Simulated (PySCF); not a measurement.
C9H14P (charge -1).
Numbering: `[CH3:1][CH2:2][c:3]1[cH:4][p-:5][cH:6][c:7]1[CH:8]([CH3:9])[CH3:10]`

Geometry (GFN2-xTB, Å), atoms numbered from 1 in this order:
```
atom  x, y, z in Å
C1     2.3663   -1.2592   -0.3990
C2     1.7076   -0.1548   -1.2306
C3     1.0259    0.8663   -0.3640
C4     1.6287    2.0603   -0.0178
P5     0.6484    3.0570    1.0210
C6    -0.5867    1.8302    0.9836
C7    -0.2513    0.7300    0.2157
C8    -1.1634   -0.4563    0.0343
C9    -2.4852   -0.0403   -0.6185
C10   -1.4364   -1.1467    1.3740
H11    2.8797   -1.9848   -1.0346
H12    3.0899   -0.8220    0.2866
H13    1.6171   -1.7826    0.1914
H14    2.4788    0.3429   -1.8282
H15    0.9949   -0.6089   -1.9294
H16    2.6117    2.3627   -0.3567
H17   -1.5203    1.9472    1.5184
H18   -0.6781   -1.1849   -0.6270
H19   -3.1393   -0.9026   -0.7694
H20   -3.0017    0.6817    0.0098
H21   -2.2947    0.4264   -1.5833
H22   -0.5008   -1.4624    1.8322
H23   -2.0755   -2.0232    1.2433
H24   -1.9275   -0.4563    2.0559
```

NICS is the negative of the GIAO shielding at a point without a nucleus: at the ring centre (0) and 1 Å above and below it (1); zz is the component along the ring normal. Level: GIAO PBE0/pcSseg-1 (PySCF, non-relativistic, gas phase) on the GFN2-xTB geometry, one conformer.

Ring bond lengths (Å), with Mayer bond orders in brackets: C3–C4 1.382 (1.49), C4–P5 1.742 (1.28), P5–C6 1.741 (1.28), C6–C7 1.383 (1.48), C7–C3 1.409 (1.35).

Task: Give the NICS values of each ring in ppm.

Result: 
```json
{"ring": "C3–C4–P5–C6–C7", "type": "5-membered ring with P; formal bonds all aromatic", "NICS(0)": "-12.4", "NICS(1), two faces": "-11.0 / -11.2", "NICS(1)zz, two faces": "-27.9 / -28.7", "rms pucker (Å)": "0.00", "centre to ring atoms, mean (Å)": "1.30"}
```

Task: What do they say, and how far can they be read as aromaticity?

Result: 
- C3–C4–P5–C6–C7: mean NICS(1)zz -28.3 ppm, shielded.

Task: How equal are the bonds by HOMA? HOMA = 1 − mean of α(R − Ropt)² over the ring bonds, with Krygowski's 1993 parameters (CC: Ropt 1.388 Å, α 257.7 Å⁻²; CP: Ropt 1.698 Å, α 118.91 Å⁻²).

Result: 
- C3–C4–P5–C6–C7: HOMA 0.88; the largest term is that of C4–P5, α(R − Ropt)² = 0.23.

Task: At the first NICS(1) probe listed for ring C3–C4–P5–C6–C7, 1 Å off the ring, what do the in-plane components average?

Result: The isotropic value is a third of the trace: (3 × -11.0 − (-27.9))/2 = -2.6 ppm.

Task: List the ring angles and the Hirshfeld charges of the ring atoms.

Result: 
- C3–C4–P5–C6–C7: C3 112.1° (-0.066 e), C4 113.5° (-0.203 e), P5 89.0° (-0.232 e), C6 113.6° (-0.197 e), C7 111.8° (-0.063 e); sum 540.0° against 540° for a flat convex ring.

Task: How shielded are the nuclei of the rings and their hydrogens (means over atoms taken as equivalent)?

Result: 
| atoms | environment | σ isotropic (ppm) | principal values of the symmetric part, first atom (ppm) |
| --- | --- | --- | --- |
| C3 | substituted aromatic carbon | 58.3 | -11.9, 42.3, 144.7 |
| C4 | aromatic CH carbon | 55.4 | -53.6, 79.7, 140.3 |
| P5 | phosphorus bonded to 2 C | 246.7 | 135.9, 152.7, 451.4 |
| C6 | aromatic CH carbon | 60.0 | -52.8, 70.5, 162.3 |
| C7 | substituted aromatic carbon | 54.2 | -11.9, 34.2, 140.3 |
| H16 | aromatic hydrogen | 25.17 | 23.0, 24.7, 27.8 |
| H17 | aromatic hydrogen | 25.00 | 22.4, 23.1, 29.5 |

Hardware: Arm Neoverse V1, one thread, no GPU, on a shared host. Cost: 96 s of wall time (with the writing of density and orbital grids), 1.1 GiB resident at most. This is the whole shielding run at PBE0/pcSseg-1, SCF included.
